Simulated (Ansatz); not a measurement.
Species: [Hf(Cl)2(H)2] (charge 0, multiplicity 1).

Question: Give a relaxed geometry from r2SCAN-D4/def2-SVP (Ansatz, a quantum-chemistry and plane-wave program).

Answer: the end point of this relaxation.
Z-matrix (Å, degrees):
```
Hf
H 1 1.8349
H 1 1.8349 2 107.00
Cl 1 2.3350 2 107.94 3 115.95
Cl 1 2.3350 2 107.94 3 -115.95
```
